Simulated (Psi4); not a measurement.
C3H6Cl (SMILES [CH2]CCCl), doublet, at a GFN2-xTB geometry. Base run: HF/3-21G in Psi4.

The Psi4 input:
```
memory 2 GB

molecule {
0 2
  C     1.01004519   -0.59141257    0.01804838
  C     2.39623104   -0.09879675   -0.00017113
  C     0.02437817    0.59306770   -0.01533662
  H     0.81435877   -1.16953832    0.92361527
  H     0.80953602   -1.21837179   -0.85418657
  Cl   -1.66354710    0.01486371   -0.00038923
  H     2.86745217    0.16131528   -0.92770128
  H     2.89985337    0.14732831    0.91380985
  H     0.15203642    1.22921107    0.85976434
  H     0.15313749    1.18022195   -0.92392847
}

set basis 3-21g
set reference uhf
set stability_analysis check
set scf_type pk

energy('scf')
print_variables()
```

The bond that is stretched is that between atoms 4 and 1. A test that says stable can miss a lower solution.

The base run was repeated with changes; each row names its change, and settings that it needs were set with it.

| change | ΔE vs base (kcal/mol) | <S^2> |
|---|---|---|
| base | 0.000 | 0.763 |
| stability_analysis = follow; reference = uhf | 0.000 | 0.763 |
| bond × 1.25 | 20.15 | 0.765 |
| stability_analysis = follow; reference = uhf; bond × 1.25 | 20.15 | 0.765 |
| bond × 1.5 | 51.85 | 0.879 |
| stability_analysis = follow; reference = uhf; bond × 1.5 | 51.85 | 0.879 |
| bond × 1.8 | 91.6 | 0.768 |
| stability_analysis = follow; reference = uhf; bond × 1.8 | 80.5 | 1.369 |
| bond × 2.2 | 82.0 | 1.606 |
| stability_analysis = follow; reference = uhf; bond × 2.2 | 82.0 | 1.606 |
| bond × 3.0 | 124.8 | 0.750 |
| stability_analysis = follow; reference = uhf; bond × 3.0 | 85.2 | 1.696 |

Psi4 reported an instability in these rows: bond × 1.8; stability_analysis = follow; reference = uhf; bond × 1.8; bond × 3.0; stability_analysis = follow; reference = uhf; bond × 3.0 (restricted rows aren't judged here).

On stretching, the SCF can end on different states; <S^2> shows the spin contamination of each.
